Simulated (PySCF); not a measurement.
This PySCF input asks for the NMR shieldings of SMILES C#Cc1ccccc1C=C, C10H8; the geometry comes from PBE0-D3(BJ)/def2-SVP.

```python
import basis_set_exchange as bse
import numpy as np
from pyscf import gto, dft
from pyscf.prop import nmr

atoms = """
C    -1.112224    3.467398   -0.012400
C    -0.518016    2.408687   -0.005012
C     0.208798    1.177851    0.002670
C     1.614012    1.222980   -0.001682
C     2.361164    0.053463    0.007930
C     1.709513   -1.181840    0.017598
C     0.322055   -1.237057    0.020606
C    -0.460141   -0.072462    0.020055
C    -1.926654   -0.118622    0.031368
C    -2.686085   -1.194960    0.269519
H    -1.637352    4.404160   -0.017807
H     2.106864    2.196790   -0.012290
H     3.452181    0.102561    0.002502
H     2.289059   -2.107844    0.015578
H    -0.174078   -2.209500    0.009933
H    -2.420966    0.837965   -0.164319
H    -2.263804   -2.176921    0.500288
H    -3.775749   -1.123096    0.250567
"""
names = dict.fromkeys(["C", "H"], "pcSseg-1")
basis = {el: gto.basis.parse(bse.get_basis(n, elements=[el], fmt="nwchem")) for el, n in names.items()}
mol = gto.M(atom=atoms, basis=basis, charge=0, verbose=0)
mf = dft.RKS(mol, xc="HYB_GGA_XC_WB97X_D")
mf.grids.level = 2
mf.grids.alignment = dft.numint.BLKSIZE   # the property module wants whole blocks of grid points
mf.conv_tol = 1e-9
mf.kernel()

calc = nmr.RKS(mf)   # GIAO
C = mf.mo_coeff
Co = C[:, mf.mo_occ > 0]
resp = mf.gen_response(singlet=True, hermi=2)
def vind(x):   # induced exchange potential for any number of trial vectors
    d = np.einsum("pi,xij,qj->xpq", C, 2 * x.reshape(-1, C.shape[1], Co.shape[1]), Co, optimize=True)
    return np.einsum("xpq,pi,qj->xij", resp(d - d.transpose(0, 2, 1)), C, Co, optimize=True).ravel()
mo1, _ = nmr.rhf.solve_mo1(calc, with_cphf=vind)
sigma = calc.kernel(mo1)
for i, s in enumerate(sigma):   # ppm
    print("%2d %-2s %9.2f" % (i, mol.atom_pure_symbol(i), np.trace(s) / 3))
```

**Question.** What are the results?

**Answer.** 
```
 0 C      92.49
 1 C     100.74
 2 C      57.19
 3 C      42.41
 4 C      50.80
 5 C      49.24
 6 C      55.44
 7 C      38.69
 8 C      41.51
 9 C      62.36
10 H      27.97
11 H      23.68
12 H      24.08
13 H      23.95
14 H      23.51
15 H      23.87
16 H      25.16
17 H      25.70
```

These numbers come from an equivalent density-fitted implementation of the same equations, which agrees with the script to about 0.01 ppm for H and up to a few tenths of a ppm for heavy atoms, so last digits may differ.

**Question.** Turn these shieldings into chemical shifts. References, each an isolated molecule treated in the same way: TMS for 13C (184.54 ppm), 1H (31.38 ppm).

**Answer.** Averaging equivalent atoms: C 7: 145.8; C 8: 143.0; C 3: 142.1; C 5: 135.3; C 4: 133.7; C 6: 129.1; C 2: 127.3; C 9: 122.2; C 0: 92.0; C 1: 83.8; H 14: 7.87; H 11: 7.70; H 15: 7.51; H 13: 7.43; H 12: 7.30; H 16: 6.22; H 17: 5.68; H 10: 3.41 ppm. 

Size and cost of the density-fitted run: 210 basis functions, 44 s wall time on 1 thread of an Arm Neoverse V1, shared host.
